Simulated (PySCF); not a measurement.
# How methods differ on the ionisation energy of I⁴³⁺

I⁴³⁺ [Ne] → I⁴⁴⁺ [He] 2s2 2p5 [2p1/2^2 2p3/2^3, M_J = 3/2], as a difference of total energies. Calculation: PySCF 2.14, in an uncontracted even-tempered set (17 s from 22 bohr⁻², ratio 2.4; 13 p from 29 bohr⁻², ratio 2.4; 5 d from 110 bohr⁻², ratio 2.6; 4 f from 160 bohr⁻², ratio 2.6); the two-component X2C-1e Hamiltonian. Correlated levels: nothing frozen; the 32 highest virtual spinors dropped. "Screened" scales the spin-orbit matrix elements by Boettger's factors to mimic the two-electron term; Breit and QED terms are absent.

```csv
method,ionisation energy (eV)
GHF (spin-free),7440.2
GMP2 (spin-free),7441.7
GHF (screened spin-orbit),7343.3
GMP2 (screened spin-orbit),7344.9
```

For this ion Breit and QED terms and the two-electron picture change, all absent here, outweigh the correlation shift from GHF to GMP2.

The spin-free rows lack the spin-orbit shift.

For comparison: 7337 ± 4 eV (theoretical estimate listed by NIST; NIST Atomic Spectra Database, ionization energies).
